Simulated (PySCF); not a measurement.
## Excitation energy of Sn⁺ by level of theory

Sn⁺ [Kr] 4d10 5s2 5p1 (2P) → Sn⁺ [Kr] 4d10 5s2 5d1 (2D), as a difference of total energies. Computed with PySCF 2.14 in x2c-QZVPPall with one added diffuse shell each of s, p, d, f type (14s10p8d5f1g, 128 functions), with scalar relativity by spin-free X2C-1e. Correlated levels: valence: [Kr] 4d10 frozen; valence and next inner shell: [Ar] 3d10 frozen. The calculations carry no spin-orbit coupling.

| method | excitation energy (cm⁻¹) |
| --- | --- |
| UHF | 62312 |
| LDA | 60161 |
| PBE | 58242 |
| PBE0 | 60048 |
| r2SCAN | 61151 |
| MP2 (valence) | 61379 |
| SCS-MP2 (valence) | 61497 |
| MP2 (valence and next inner shell) | 61744 |
| SCS-MP2 (valence and next inner shell) | 61588 |

Errors of the correlated levels include the incompleteness of this basis and the frozen core.

For comparison: 68957 cm⁻¹ (measured; NIST levels, between the centres of gravity of the two terms).
